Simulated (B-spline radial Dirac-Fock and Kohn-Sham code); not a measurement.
**The L3 (2p3/2) hole of argon ions: width and yield against charge**

These are calculated numbers from an atomic code on a B-spline grid; the model is a relativistic independent-particle model: LDA orbitals of the hole state, radiative multipoles to third order, Auger rates from the Coulomb interaction with a continuum orbital, Dirac-Fock energies. Tabulated ground configurations, configuration averages; single configurations, so decays that open only by mixing (as 1s 2s² with 1s 2p² in Be-like ions) are missing and such tiny yields are far too low.

```csv
ion,configuration,radiative (eV),non-radiative (eV),yield
Ar,[Ne] 3s2 3p6,2.32e-05,0.159,0.000146
Ar³⁺,[Ne] 3s2 3p3,2.96e-05,0.0696,0.000425
Ar⁴⁺,[Ne] 3s2 3p2,3.24e-05,0.0381,0.000850
Ar⁵⁺,[Ne] 3s2 3p1,3.55e-05,0.0140,0.00252
Ar⁶⁺,[Ne] 3s2,3.88e-05,0.00315,0.0122
Ar⁷⁺,[Ne] 3s1,2.07e-05,0,1.00
```
